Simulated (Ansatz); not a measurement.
Ideal-gas functions of SSn (`[S][Sn]`) at 800 K and 1 bar, from an Ansatz frequency run at PBE0-D4/def2-TZVP.

Molar mass 150.78 g/mol, point group C∞v (symmetry number 1), electronic degeneracy 1, moments of inertia 122.579 u Å². Harmonic wavenumbers (cm⁻¹, unscaled): 504.

Use S(trans) = R[1.5 ln M + 2.5 ln T − 1.1517]; rotational temperatures θ = 24.2544 K / I; S(rot) = R[ln(T/σθ) + 1]; for each mode x = 1.438777 ν̃/T, S = R[x/(eˣ − 1) − ln(1 − e⁻ˣ)] and H = RT x/(eˣ − 1); 1 cm⁻¹ = 0.0119627 kJ/mol; R = 8.31446 J/(mol·K).

By hand: the entropy, in J/(mol·K).

Translation 191.9. Rotation: θ = 0.1979 K, giving 77.4. Vibration, mode by mode: 9.41, in all 9.4. Electronic 0.0. Sum 278.7 J/(mol·K).

By hand: H − E and G − E in kJ/mol, counted from the electronic energy.

Zero-point energy ½ × 504 × 0.0119627 = 3.0; thermal vibration 4.1; translation, rotation and pV give 3.5 RT = 23.3. H − E = 30.4 kJ/mol, and G − E = 30.4 − 800 × 278.7/1000 = -192.6 kJ/mol.

Vibration gives 3 % of the entropy.
